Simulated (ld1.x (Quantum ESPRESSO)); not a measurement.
# Ga: TM pseudisation with revPBE, fully relativistic reference atom.

- Element: Ga (Z = 31)
- Generator: ld1.x (Quantum ESPRESSO) 7.5
- Type: norm-conserving Troullier–Martins (Kleinman–Bylander form)
- Functional: revPBE
- Relativity: fully relativistic
- Frozen core: [Ne]
- Valence charge: 21
- Reference configuration: 3s2 3p6 3d10 4s2 4p0.5 (charge +0.5)
- Partial waves: 3s (bound): rc 0.95 bohr; 3d (bound): rc 0.75 bohr; 3p (bound): rc 0.80 bohr
- Local potential: the p channel
- Core correction: none

Open shells are filled in proportion to 2j + 1 (rel_dist='average').

Occupied shells without a wave of their own: 4p, 4s. They enter only through the test configuration that unscreens the potential.

All-electron outer shells of the reference configuration (revPBE, scalar-relativistic, ld1.x):

```
shell  level (eV)  outermost node (bohr)  outermost maximum (bohr)
   2p    -1102.56                      –                      0.15
   3s     -152.01                   0.27                      0.56
   3p     -102.69                   0.24                      0.56
   3d      -22.93                      –                      0.54
   4s      -12.34                   0.81                      1.87
   4p       -5.56                   0.87                      2.41
```

Question: Does the generator finish with these settings?

Answer: Yes, a potential is produced.

Question: Tests: 3s2 3p6 3d10 4s2 4p1; 3s2 3p6 3d10 4s2 4p0; 3s2 3p6 3d10 4s1 4p0; 3s2 3p5 3d10 4s2 4p1; 3s2 3p6 3d10 4s0 4p3; 3s2 3p6 3d9 4s2 4p2; 3s2 3p6 3d10 4s0 4p0. Which has the largest error in its energy relative to the reference configuration, and how large is it?

Answer: 3s2 3p6 3d10 4s0 4p0, with -1499 meV (all-electron minus pseudo) on +55.66 eV.

A Bessel basis up to 400 Ry misses an occupied level by 2.28 Ry, so cutoffs and ghosts were not judged. The potential misses its own reference levels by up to 2.4 eV, so it is not fit for use.
